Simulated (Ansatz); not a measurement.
`CBCC` → `BC` + `C=C` at 600 K and 1 bar (β-hydride elimination).

Gas-phase electronic energies from Ansatz, PBE0-D4/def2-TZVP geometries. CCSD(T)/CBS is the MP2 limit (def2-TZVPP, def2-QZVPP) plus CCSD(T) − MP2 in def2-TZVPP, frozen cores. This one scheme is used for every species. One conformer a species, not always the lowest.

| species | CCSD(T)/CBS energy (Eh) | H − E (kJ/mol) | S (J/(mol·K)) |
| --- | --- | --- | --- |
| `CBCC` | -144.37049 | 357.3 | 415.5 |
| `BC` | -65.83255 | 180.5 | 296.9 |
| `C=C` | -78.48111 | 161.6 | 257.2 |

H − E and S are ideal-gas, rigid-rotor, harmonic terms from PBE0-D4/def2-TZVP, for one conformer and one mirror image of each species. 1 Eh = 2625.50 kJ/mol, R = 8.31446 J/(mol·K).

Problem. By hand: ΔE, ΔH, ΔS and ΔG.

Solution. ΔE = (-65.83255) + (-78.48111) − (-144.37049) = 0.05683 Eh = 149.2 kJ/mol. Δ(H − E) = 180.5 + 161.6 − 357.3 = -15.2, so ΔH = 134.0 kJ/mol. ΔS = 296.9 + 257.2 − 415.5 = 138.6 J/(mol·K). ΔG = 134.0 − 600 × (138.6)/1000 = 50.8 kJ/mol.

Problem. By hand: the equilibrium constant, and the temperature at which ΔG would vanish if ΔH and ΔS stayed fixed.

Solution. log₁₀ K = −ΔG/(RT ln 10) = -4.4. ΔG = 0 at ΔH/ΔS = 967 K.

The number of gas molecules changes by +1, which sets the sign of ΔS. A doubt of 5 kJ/mol in ΔE shifts log₁₀ K by 0.4 here. Other conformers and mirror images would add mixing entropy, several J/(mol·K) or more a flexible species. These are equilibria of isolated gas molecules and say nothing of rates. Largest T1 diagnostic: 0.011 (customary marks: 0.02 for closed shells, 0.045 for open ones).
